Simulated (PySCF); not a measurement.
isocyanic acid cation (CHNO), SMILES N=C=O (connectivity only; charge and spin as stated), charge +1, multiplicity 2. Coordinates come from a ωB97X-D3(BJ)/def2-TZVP optimisation. The multiplicity is an assumed one; other spin states were not compared.

Method: ωB97X-D3(BJ)/def2-TZVP (PySCF).

Harmonic wavenumbers (cm⁻¹): 496, 522, 814, 1196, 2137, 3400. Rotational constants (GHz): 744.6, 10.87, 10.72; symmetry number 1.

Q: Work out the zero-point energy and the ideal-gas rigid-rotor harmonic-oscillator thermochemistry at 298.15 K and 1 atm.

A: ZPE = ½ Σ hcν = ½ × 8565 cm⁻¹ = 12.24 kcal/mol. H − E(el) = 14.95 kcal/mol. Entropy in cal/(mol K): translation 37.20, rotation 18.86, vibration 1.51, spin 1.38, total 58.95. G − E(el) = -2.63 kcal/mol. Cp = 11.25 cal/(mol K).
